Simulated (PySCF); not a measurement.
Species: 2,4-difluorotoluene, C7H6F2.
Z-matrix (Å and degrees, GFN2-xTB geometry), rows numbered from 1:
```
C 
C   1  1.4962
C   2  1.3882  1  122.49
C   3  1.3844  2  121.63  1   179.82
C   4  1.3820  3  118.86  2    -0.00
F   5  1.3469  4  119.39  3  -179.91
C   5  1.3833  4  121.79  3     0.13
C   7  1.3810  5  117.54  4    -0.12
F   8  1.3492  2  118.73  1     0.22
H   1  1.0894  2  110.17  3  -119.42
H   1  1.0891  2  110.26  3   122.27
H   1  1.0861  2  110.86  3     1.34
H   3  1.0794  2  119.06  1    -0.21
H   4  1.0779  3  121.25  2   179.97
H   7  1.0775  5  121.44  4   179.85
```

Vertical excitations from PySCF (density fitting, frozen core in the response, grid level 2 and gas phase unless stated; continuum runs use non-equilibrium linear response for the excitations) on a GFN2-xTB geometry. Reference run:

| settings | S1, eV (f) | S2, eV (f) | S3, eV (f) | S4, eV (f) | S5, eV (f) | S6, eV (f) | T1, eV (Tamm–Dancoff) | mean α (au) |
| --- | --- | --- | --- | --- | --- | --- | --- | --- |
| PBE0/def2-SVPD, full TDDFT, 6 singlets | 5.35 (0.021) | 6.15 (0.017) | 6.77 (0.001) | 7.01 (0.568) | 7.14 (0.567) | 7.16 (0.003) | 4.11 | 79.9 |

Task: What do these settings give: HCTH407/pcSseg-0, TDA, 25 singlets?

Result: 
```csv
settings,"S1, eV (f)","S2, eV (f)","S3, eV (f)","S4, eV (f)","S5, eV (f)","S6, eV (f)","T1, eV (Tamm–Dancoff)",mean α (au)
"HCTH407/pcSseg-0, TDA, 25 singlets",5.22 (0.015),6.46 (0.048),7.24 (0.000),7.33 (0.417),7.51 (0.000),7.59 (0.000),–,65.2
```

S1 moves by -0.13 eV; functional, basis and response scheme change together, so the shift can't be laid on one. States are counted by energy in each run and needn't keep their character from row to row.

Task: Which orbital pairs make up S1 in each run, and how does it sit against the orbital gap?

Result: 
| settings | S1 configurations (weight) | S1 (eV) | orbital gap (eV) | S1 − gap (eV) |
| --- | --- | --- | --- | --- |
| PBE0/def2-SVPD, full TDDFT, 6 singlets | H→L 0.73, H−1→L+1 0.26 | 5.35 | 6.53 | -1.18 |
| HCTH407/pcSseg-0, TDA, 25 singlets | H→L 0.64, H−1→L+1 0.36 | 5.22 | 4.80 | +0.42 |

